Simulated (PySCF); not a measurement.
System: sum formula SiNH$_{4}$ (charge 0, doublet). It need not be the lowest isomer of its formula. 
Structure (B3LYP-D3(BJ)/def2-TZVP (Ansatz) minimum search):
```xyz
6

Si    -0.6251     0.0767    -0.0245
N      1.1015    -0.0449    -0.0103
H     -1.1414    -1.1445    -0.7060
H     -1.0708     0.1044     1.3977
H      1.6507     0.5645     0.5765
H      1.6028    -0.2838    -0.8524
```
Charge 0, spin multiplicity 2.

Dispersion corrections to the total energy (kcal/mol) from the dftd3 and dftd4 libraries through PySCF: D3(BJ) without and D4 with the three-body term, each with the damping fitted for the functional named.

```
functional  D3(BJ)     D4
----------  ------  -----
B2PLYP       -1.62  -1.21
PBE          -1.95  -1.76
HSE06        -1.22  -1.34
BLYP         -4.28    ___
LC-wPBE        ___  -1.96
r2SCAN       -0.50  -0.39
BHLYP        -2.78    ___
```

Q: Complete the blanks.

A: 
- BLYP, D4: -4.04
- LC-wPBE, D3(BJ): -1.80
- BHLYP, D4: -2.10
